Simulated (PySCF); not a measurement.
Br₂Ga, charge +1. Atoms are numbered in the order given.

```xyz
3

Ga     0.0000     0.0000     0.0000
Br     0.0000     0.0000    -2.1919
Br     0.0000     0.0000     2.1919
```
Charge +1, spin multiplicity 1.

Geometry optimised at B3LYP-D3(BJ)/def2-SVP. The spin state was assumed, not searched. The isomer is the one that the SMILES or the coordinates give; other isomers of the formula were not compared.

Level of theory: B3LYP/def2-TZVPD (PySCF).

ESP charges are fitted to the potential on shells at 1.4 to 2.0 van der Waals radii. Atomic charges (e):

| atom | ESP fit | meta-Löwdin |
|---|---|---|
| Ga1 | … | 0.81 |
| Br2 | … | 0.09 |
| Br3 | … | 0.09 |

Complete the blanks. (Estimate from the structure and the level; the computed values follow.)


- Ga1, ESP fit: 0.52
- Br2, ESP fit: 0.24
- Br3, ESP fit: 0.24
